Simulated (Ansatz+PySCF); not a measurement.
# sextet CrH₂O(+): levels of theory in one basis

```xyz
4

Cr    0.0000    0.0000    0.0000
O     0.0000    0.0000    2.2048
H     0.7750    0.0000    2.7798
H    -0.7750    0.0000    2.7798
```

Basis set: def2-SVP (spherical functions). Correlated methods keep 6 orbitals frozen. Correlation on ROHF uses semicanonical orbitals with singles. Charge 1, multiplicity 6.

Computed with Ansatz (development build ahead of 0.2.0); each method stands on the lowest determinant of its kind that the runs found.

```
  method  E − E(ROHF) (eV)  <S²> of the determinant
    ROHF              0.00                     8.75
     UHF             -0.01                     8.75
ROHF-MP2            -10.76                        –
 UHF-MP2            -10.77                     8.75
```

Question: Is a single determinant a sound starting point here?

Answer: By this sign, yes. Unrestricted orbitals gain 0.01 eV and <S²> is 8.75 against 8.75 for a pure state.

Caution: other spin multiplicities were not run.
